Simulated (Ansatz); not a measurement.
Reaction (formal exchange of groups at the Au–Cl bond): `[Cl][Au]` + `[AuH]` → `[Au][Au]` + HCl

Isolated molecules relaxed with PBE0-D4/def2-TZVP in Ansatz; ΔE leaves out vibrations. CCSD(T)/CBS adds triple-zeta CCSD(T) − MP2 to the extrapolated MP2 energy (def2 sets, frozen cores). This one scheme is used for every species. Functionals use def2-TZVPP. Elements past krypton have def2 core potentials. For Au outer-core shells are correlated without core-valence functions, which leaves a few kJ/mol of doubt a bond.

```json
{"level": "PBE-D4", "ΔE (eV)": "-0.67"}
{"level": "ωB97X-V", "ΔE (eV)": "-0.61"}
{"level": "PBE", "ΔE (eV)": "-0.67"}
{"level": "r2SCAN", "ΔE (eV)": "-0.64"}
{"level": "BHLYP", "ΔE (eV)": "-0.81"}
{"level": "SCS-MP2/def2-TZVPP", "ΔE (eV)": "-0.92"}
{"level": "CCSD(T)/def2-QZVPP", "ΔE (eV)": "-0.67"}
{"level": "MP2/CBS(def2)", "ΔE (eV)": "-0.98"}
```

(1) What does CCSD(T)/CBS give? (An estimate is asked.)

(2) What do rigid-rotor, harmonic-oscillator terms from PBE0-D4/def2-TZVP frequencies (298.15 K, 1 bar) make of the CCSD(T)/CBS value? (An estimate is asked.)

Largest T1 diagnostic among the species: 0.027, so the coupled-cluster value is less sure than usual.

Answers

(1) Ansatz gave: -0.71 eV. The listed levels differ from it by 0.04, 0.10, 0.04, 0.07, -0.10, -0.21, 0.04, -0.27 eV.

(2) The calculation gave: ΔZPE = +0.03 eV, ΔH = -0.66 eV, ΔS = -6 J/(mol·K), ΔG = -0.65 eV.

At CCSD(T), def2-SVP lies −0.12 eV from the extrapolated value and def2-TZVPP −0.01 eV. From r2SCAN to r2SCAN0 (25 % exact exchange), in def2-TZVPP and without D4, ΔE moves by −0.04 eV.
